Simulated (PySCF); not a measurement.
**Distorted geometries of [Dy(NH2)2]+**

[Dy(NH2)2]+ (singlet in the valence; each metal's 4f electrons, 9 of them, lie in its core potential, out of spins and levels). PySCF 2.14.0, RKS TPSS, Dy lcecp-1-SVP with ECP55, N def2-SVP, H def2-SVP; non-relativistic Hamiltonian with scalar-relativistic core potentials where named; density fitting; no spin-orbit coupling. Relaxed geometry:

```xyz
7

Dy    1.1476    0.0531   -0.0050
N    -0.1235    0.0991    1.6510
H     0.0789    0.1648    2.6578
H    -1.1497    0.0458    1.5735
N    -0.1302   -0.1222   -1.6492
H     0.0815   -0.1929   -2.6543
H    -1.1566   -0.1646   -1.5738
```

Order these distorted geometries by energy above the relaxed one, lowest first.
A.
```xyz
7

Dy    1.0540   -0.0412   -0.0200
N    -0.0510    0.0577    1.7332
H     0.1138    0.1805    2.5416
H    -1.0621    0.0700    1.5134
N    -0.1990   -0.1117   -1.6677
H     0.1158   -0.3644   -2.5430
H    -1.2236    0.0921   -1.5575
```
B.
```xyz
7

Dy    1.0481    0.0110   -0.0034
N    -0.1057    0.0872    1.6411
H     0.0214    0.1821    2.6717
H    -1.0774    0.0652    1.5741
N    -0.1125   -0.1972   -1.6828
H     0.1101   -0.1161   -2.6724
H    -1.1361   -0.1491   -1.5284
```
C.
```xyz
7

Dy    1.2833   -0.1443   -0.0794
N    -0.0525   -0.0546    1.6669
H    -0.0216    0.0530    2.8318
H    -1.1395    0.1583    1.5475
N    -0.1217   -0.1419   -1.6937
H     0.0066    0.0499   -2.7517
H    -1.2069   -0.0374   -1.5214
```

B (0.26 eV), C (0.80 eV), A (1.50 eV).

Which forces (eV/Å) act in the one that lies 0.26 eV up?


```
Dy   2.12 -0.06 -0.70
N    1.30  0.24  2.32
H    0.33 -0.06 -0.50
H   -2.95 -0.12 -0.45
N   -0.70  0.25  0.31
H   -0.25 -0.10 -0.48
H    0.15 -0.14 -0.50
```
Forces carry noise of the integration grid, about 0.01 to 0.03 eV/Å.

No frequency check is given that shows the relaxed geometry to be a minimum. An lcecp potential fixes the number of 4f electrons, so in runs with it no electron can move into or out of that shell.
